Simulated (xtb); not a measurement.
xtb input (GFN2-xTB):

```bash
xtb mol.xyz --gfn 2 --ohess tight --chrg -1 --uhf 0
```
mol.xyz:
```
3

Ge     0.63276884     0.23263390    -0.19501319
O     -0.51857230     1.17011706    -0.86823217
Cl    -0.10246142    -1.44987527     1.02746438
```

End of the output:

```
   ------------------------------------------------------------------------
    298.15    0.503022E-02    0.779659E-02    0.335992E-01   -0.258027E-01
   ------------------------------------------------------------------------

         :::::::::::::::::::::::::::::::::::::::::::::::::::::
         ::                  THERMODYNAMIC                  ::
         :::::::::::::::::::::::::::::::::::::::::::::::::::::
         :: total free energy         -10.904785252545 Eh   ::
         ::.................................................::
         :: total energy              -10.878982596684 Eh   ::
         :: zero point energy           0.002766374670 Eh   ::
         :: G(RRHO) w/o ZPVE           -0.028569030531 Eh   ::
         :: G(RRHO) contrib.           -0.025802655861 Eh   ::
         :::::::::::::::::::::::::::::::::::::::::::::::::::::

optimized geometry written to: xtbopt.xyz

           -------------------------------------------------
          | TOTAL ENERGY              -10.878982596684 Eh   |
          | TOTAL ENTHALPY            -10.871186004960 Eh   |
          | TOTAL FREE ENERGY         -10.904785252545 Eh   |
          | GRADIENT NORM               0.000101502027 Eh/α |
          | HOMO-LUMO GAP               4.348299243468 eV   |
           -------------------------------------------------

------------------------------------------------------------------------
------------------------------------------------------------------------
 total:
 SCF:
 ANC optimizer:
 analytical hessian:
```
